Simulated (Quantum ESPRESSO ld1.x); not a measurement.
Ce7+, configuration [Kr] 4d10 5s2 5p3. All-electron calculation, Dirac Kohn-Sham, relativistic LDA (MacDonald-Vosko exchange, VWN5 correlation), spin-unpolarised, spherical densities, point nucleus; open shells are shared between the two j in proportion to 2j + 1. Program: ld1.x of Quantum ESPRESSO 7.5. Some entries of the table are withheld. Estimate them.

| orbital | occ. | eigenvalue (eV) | <1/r> (bohr^-1) | r(max) (bohr) |
|---|---|---|---|---|
| 1s1/2 | 2 | -40084.6 | 63.10 | 0.016 |
| 2s1/2 | 2 | -6505.34 | 14.88 | 0.090 |
| 2p1/2 | 2 | (1) | (2) | 0.068 |
| 2p3/2 | 4 | (3) | (4) | 0.073 |
| 3s1/2 | 2 | -1477.21 | 5.371 | 0.256 |
| 3p1/2 | 2 | -1327.41 | 5.289 | 0.242 |
| 3p3/2 | 4 | -1240.50 | 4.941 | 0.254 |
| 3d3/2 | 4 | -976.408 | (5) | 0.204 |
| 3d5/2 | 6 | -957.653 | (6) | 0.206 |
| 4s1/2 | 2 | -373.066 | 2.245 | 0.592 |
| 4p1/2 | 2 | -317.036 | 2.146 | 0.601 |
| 4p3/2 | 4 | -297.907 | 2.031 | 0.626 |
| 4d3/2 | 4 | -205.120 | 1.826 | 0.646 |
| 4d5/2 | 6 | -201.693 | 1.798 | 0.651 |
| 5s1/2 | 2 | -121.968 | (7) | 1.31 |
| 5p1/2 | 1 | -104.154 | 0.8932 | (8) |
| 5p3/2 | 2 | -100.213 | 0.8577 | (9) |
| 4f5/2 | 0 | -95.3093 | (10) | 0.673 |
| 4f7/2 | 0 | -94.8718 | (11) | 0.673 |
| 6s1/2 | 0 | -58.0574 | 0.5154 | 2.58 |

Answer. 
(1) 2p1/2 eigenvalue (eV): -6154.77
(2) 2p1/2 <1/r> (bohr^-1): 14.87
(3) 2p3/2 eigenvalue (eV): -5712.80
(4) 2p3/2 <1/r> (bohr^-1): 13.48
(5) 3d3/2 <1/r> (bohr^-1): 4.811
(6) 3d5/2 <1/r> (bohr^-1): 4.722
(7) 5s1/2 <1/r> (bohr^-1): 0.9666
(8) 5p1/2 r(max) (bohr): 1.39
(9) 5p3/2 r(max) (bohr): 1.45
(10) 4f5/2 <1/r> (bohr^-1): 1.383
(11) 4f7/2 <1/r> (bohr^-1): 1.375
